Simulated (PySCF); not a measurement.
C4H12Si2, SMILES CC[C@@H]1C[SiH2][SiH2]1.

Geometry: B3LYP-D3(BJ)/def2-SVP. The structure was generated by enumeration; whether it is a known compound was not checked. One conformer was computed; it need not be the lowest.

Computed with TDA-PBE/def2-SVPD run with PySCF.

Vertical excitations. Isolated molecule, no solvent.

### Question
Estimate the UV-visible absorptions. (An estimate is asked for; the answer gives what the named calculation found.)

### Answer

```tsv
state	energy (eV)	λ (nm)	f	main pairs
S1	5.81	214	0.024	HOMO→LUMO+1 43 %, HOMO−1→LUMO 39 %, HOMO→LUMO 10 %
S2	5.96	208	0.016	HOMO→LUMO+1 46 %, HOMO−1→LUMO 37 %, HOMO→LUMO 9 %
S3	6.05	205	0.111	HOMO→LUMO 45 %, HOMO−1→LUMO+1 28 %, HOMO→LUMO+2 10 %, HOMO−1→LUMO 8 %
S4	6.19	200	0.066	HOMO→LUMO+2 58 %, HOMO−1→LUMO+2 19 %
S5	6.26	198	0.044	HOMO−1→LUMO+1 60 %, HOMO→LUMO 15 %
S6	6.41	193	0.008	HOMO→LUMO+3 81 %
T1	5.09	244	0	HOMO→LUMO 96 %
T2	5.37	231	0	HOMO→LUMO+1 66 %, HOMO→LUMO+2 28 %
```
Triplets are in the Tamm–Dancoff approximation.
